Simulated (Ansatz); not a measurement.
One change: `C[O][Sn]([SH])([Cl])[Cl]` becomes `[CH3][Sn]([SH])([Cl])[Cl]`.

Ansatz, PBE0-D4/def2-TZVP geometries, multiplicity 1. Each molecule was computed in one conformer, which needn't be the lowest.

Elements past krypton have def2 core potentials.

```json
{"property": "HOMO energy (B3LYP/def2-TZVPP) / eV", "`C[O][Sn]([SH])([Cl])[Cl]`": "-8.00"}
{"property": "LUMO energy (PBE0/def2-TZVPP) / eV", "`C[O][Sn]([SH])([Cl])[Cl]`": "-2.41"}
{"property": "HOMO energy (ωB97M-V/def2-TZVPP) / eV", "`C[O][Sn]([SH])([Cl])[Cl]`": "-10.50"}
{"property": "LUMO energy (B3LYP/def2-TZVPP) / eV", "`C[O][Sn]([SH])([Cl])[Cl]`": "-2.69"}
{"property": "LUMO energy (ωB97M-V/def2-TZVPP) / eV", "`C[O][Sn]([SH])([Cl])[Cl]`": "-0.39"}
{"property": "LUMO energy (PBE/def2-TZVPP) / eV", "`C[O][Sn]([SH])([Cl])[Cl]`": "-3.30"}
```

(1) Give the same properties after the change, and the shifts. (Estimate.)

## Answers

(1) Computed: 
| property | `[CH3][Sn]([SH])([Cl])[Cl]` | shift |
| --- | --- | --- |
| HOMO energy (B3LYP/def2-TZVPP) / eV | -7.68 | 0.32 |
| LUMO energy (PBE0/def2-TZVPP) / eV | -1.75 | 0.66 |
| HOMO energy (ωB97M-V/def2-TZVPP) / eV | -10.16 | 0.34 |
| LUMO energy (B3LYP/def2-TZVPP) / eV | -2.03 | 0.66 |
| LUMO energy (ωB97M-V/def2-TZVPP) / eV | 0.25 | 0.64 |
| LUMO energy (PBE/def2-TZVPP) / eV | -2.65 | 0.65 |

With PBE0 the HOMO rises by 0.32 eV and the LUMO rises by 0.66 eV, so the gap widens by about 0.34 eV. PBE moves the HOMO by 0.18 eV and ωB97M-V by 0.34 eV.

B3LYP here is the variant with VWN-RPA as its local correlation; programs differ in this.
